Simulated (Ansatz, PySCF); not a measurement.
Reaction (SMILES): CC(F)(F)F [1,1,1-trifluoroethane] → C[C](F)F + F atom (the C-F bond at the site shown breaks; other sites are not compared here)
Geometries: B3LYP-D3(BJ)/def2-TZVP minima from Ansatz (an electronic-structure program).

Quantity: bond dissociation energy (enthalpy at 298 K, with B3LYP-D3(BJ) rigid-rotor harmonic-oscillator terms from PySCF), in kJ/mol. Cores are frozen in the correlated levels unless marked. Open shells are spin-unrestricted. Spin-orbit coupling is left out. Non-relativistic. CBS marks a two-point X^-3 extrapolation of the correlation energy; Hartree-Fock from the larger set (for Q and 5 zeta extrapolated as (X+1)exp(-9√X)).

```json
[
 {"level": "HF/6-31G", "program": "Ansatz", "bond dissociation energy (kJ/mol)": "281.0"},
 {"level": "revPBE/def2-TZVPD", "program": "Ansatz", "bond dissociation energy (kJ/mol)": "498.7"}
]
```

Predict the CCSD(T)/CBS(cc-pVQZ,cc-pV5Z) result (Ansatz).

536.6 kJ/mol
